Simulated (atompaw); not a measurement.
nickel (Ni): one change to a PAW (atompaw) potential, before and after

atompaw 4.2.0.5 input, output lines left out:

```
Ni 28
GGA-PBESOL scalarrelativistic loggrid 1500 logderivrange -3 5 201
4 4 3 0 0 0
4 1 0
3 2 8
0 0 0
c
c
c
v
c
c
v
v
2
2.80 2.30 2.55 2.05
y
3.4
n
y
0.75
n
y
2.5
n
custom rrkj gramschmidtortho besselshape
3 0 vpsmatchnc
2.80
2.80
2.80
2.80
1.05
1.05
```

Change: wave 3d channel at 2.5 Ry: rc 1.05 bohr becomes 3d channel at 5.6 Ry: rc 1.05 bohr.

Cutoffs: the cutoffs (Ry, on a coarse ladder) from which the occupation-weighted sum of valence levels, in a spherical-Bessel basis at the reference potential, stays within 10 and 1 mRy of its value at 400 Ry; they do not see the model core or the augmentation charge, which bear on the density cutoff.

Q: What does the change do?

A: The potential gets neither clearly harder nor softer (120 Ry and 200 Ry → 110 Ry and 200 Ry); neither file shows a bound ghost.

```tsv
quantity	base	changed
cutoff, loose	120 Ry	110 Ry
cutoff, tight	200 Ry	200 Ry
loose cutoff by channel (10 mRy a level)	s 6 Ry, d 90 Ry	s 6 Ry, d 80 Ry
bound ghosts	none	none
s: phases at 2.82 bohr within 0.05 rad from the reference energy up to (Ry; the scan ends near 5)	4.3	4.3
p: phases at 2.82 bohr within 0.05 rad from the reference energy up to (Ry; the scan ends near 5)	3.3	3.3
d: phases at 2.82 bohr within 0.05 rad from the reference energy up to (Ry; the scan ends near 5)	to the end of the scan	to the end of the scan
lowest overlap eigenvalue by channel	s 0.05, p 0.61, d 1.00	s 0.05, p 0.61, d 0.46
```

 The cutoffs see the waves, projectors and local potential, not the compensation charge or the core.
